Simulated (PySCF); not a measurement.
**Calculated properties of `C=C([O-])C(F)(F)C(F)(F)F`**

C4H2F5O (charge -1).
Cartesian coordinates in Å at the GFN2-xTB level; atoms count from 1:
```xyz
12
C4H2F5O angstrom
C      1.9633   -0.0685    0.8108
C      0.7754   -0.5923    0.4440
O      0.3011   -1.7516    0.5083
C     -0.1953    0.4796   -0.1872
F     -0.4844    1.5260    0.6577
F      0.3148    1.0934   -1.3074
C     -1.5444   -0.1205   -0.6042
F     -2.2377   -0.6266    0.4143
F     -2.3544    0.8308   -1.1426
F     -1.4401   -1.0571   -1.5456
H      2.1834    0.9746    0.6696
H      2.7196   -0.6885    1.2562
```

Structural features include: C=C double bond, CF3 group and C–F bond.

**GFN2-xTB geometry**

| Quantity | Value |
| --- | --- |
| Point group of the GFN2-xTB geometry | Cs |
| Rotational constants A, B, C of the GFN2-xTB geometry | 1.959, 1.239, 1.035 GHz |

PBE0/pcSseg-1 ground state and GIAO shieldings, non-relativistic (PySCF):

| Quantity | Value |
| --- | --- |
| HOMO energy | -0.48 eV |
| LUMO energy | 5.43 eV |
| HOMO–LUMO gap | 5.91 eV |
| Lowest Hirshfeld atomic charge | -0.43 e on O3 |
| Highest Hirshfeld atomic charge | +0.23 e on C7 |
| 13C chemical shifts (computed TMS as zero) by class | 168.8 (C2), 132.2 (C7), 122.8 (C4), 55.4 (C1) ppm |
| 1H chemical shifts (computed TMS as zero) by class | 2.66 (H11), 2.40 (H12) ppm |
| Isotropic shieldings of nuclei other than C and H, by class | 40 (O3), 266 (F8/F9/F10), 298 (F5/F6) ppm |
| Mayer bond orders between heavy atoms | C1–C2 1.57, C2–O3 1.73, C2–C4 0.82, C4–F5 0.89, C4–F6 0.89, C4–C7 0.93, C7–F8 1.02, C7–F9 0.96, C7–F10 1.02 |

Monoisotopic mass of the ion (most abundant isotopes, electron mass counted): 161.0031 u.

The rotational constants make it an asymmetric top with κ = (2B − A − C)/(A − C) = -0.56, nearer the prolate limit (−1). With B = h/(8π²I), that is 505.379 GHz u Å² over I, the principal moments of inertia are 258.0, 407.9 and 488.2 u Å² (most abundant isotopes).

The structure is a single GFN2-xTB conformer in the gas phase; no vibrational or solvent corrections. NMR classes are plain means over equivalent atoms (diastereotopic ones count apart unless rotation or inversion swaps them), as if these changed places fast; in this geometry the members of some classes differ. No diffuse functions stand in pcSseg-1, which bears on an anion's orbital energies.

For the NMR shielding job (PBE0/pcSseg-1), the run took 32 s wall on Arm Neoverse V1, one thread, shared host with 32 logical CPUs at a one-minute load of 13, and the process peaked at 0.80 GiB of memory.
